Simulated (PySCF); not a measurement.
## How the method moves the HOMO and LUMO of `C=CC1CCCCC1`

Compound: C8H14.
Geometry (PBE0-D3(BJ)/def2-SVP, Å), atoms numbered from 1 in this order:
```
atom  x, y, z in Å
C1     3.2889   -0.0972    0.3095
C2     2.0854    0.2552    0.7627
C3     0.7840    0.0128    0.0631
C4     0.0726    1.3319   -0.2657
C5    -1.2729    1.1029   -0.9449
C6    -2.1738    0.1981   -0.1118
C7    -1.4808   -1.1201    0.2146
C8    -0.1353   -0.8919    0.8943
H9     3.4068   -0.6107   -0.6507
H10    4.2001    0.1122    0.8762
H11    2.0112    0.7690    1.7315
H12    0.9964   -0.5050   -0.8911
H13   -0.0822    1.8943    0.6741
H14    0.7263    1.9564   -0.8956
H15   -1.7683    2.0680   -1.1395
H16   -1.1048    0.6370   -1.9329
H17   -2.4329    0.7140    0.8309
H18   -3.1258    0.0140   -0.6357
H19   -2.1252   -1.7484    0.8508
H20   -1.3220   -1.6878   -0.7203
H21    0.3703   -1.8511    1.0903
H22   -0.2984   -0.4197    1.8811
```

Basis pcSseg-1 throughout (PySCF), one geometry. Isolated species at its PBE0-D3(BJ)/def2-SVP geometry (one conformer only).

How do the orbital energies, the gap and the dipole change with the method?

```
  method                    kind  HOMO (eV)  LUMO (eV)  gap (eV)  μ (D)  SCF cycles
    OPBE                     GGA      -6.10      -0.45      5.64   0.50          15
     KT3                     GGA      -6.15      -0.53      5.63   0.46          14
     LDA                     LDA      -6.34      -0.84      5.49   0.48          15
   B97-2           global hybrid      -7.03       0.41      7.44   0.46          13
   B3LYP           global hybrid      -7.06       0.24      7.30   0.45          14
    PBE0           global hybrid      -7.29       0.46      7.75   0.45          14
mPW1PW91           global hybrid      -7.31       0.45      7.76   0.46          14
 wB97X-D  range-separated hybrid      -9.15       2.29     11.44   0.44          12
```

The HOMO spans 3.05 eV, from OPBE down to wB97X-D, and the gap runs from 5.49 eV (LDA) to 11.44 eV (wB97X-D). Over the methods OPBE (0 %), KT3 (0 %), LDA (0 %), B97-2 (21 %), B3LYP (20 %), PBE0 (25 %), mPW1PW91 (25 %), a straight line through the gap against the share of exact exchange rises by 0.87 eV for each 10 % (correlation coefficient 0.999). The dipole ranges from 0.44 D (wB97X-D) to 0.50 D (OPBE). This basis has no diffuse functions.

The vertical ΔSCF ionisation energy at wB97X-D/def2-SVPD is 9.33 eV; −ε(HOMO) comes closest to it with wB97X-D (9.15 eV).
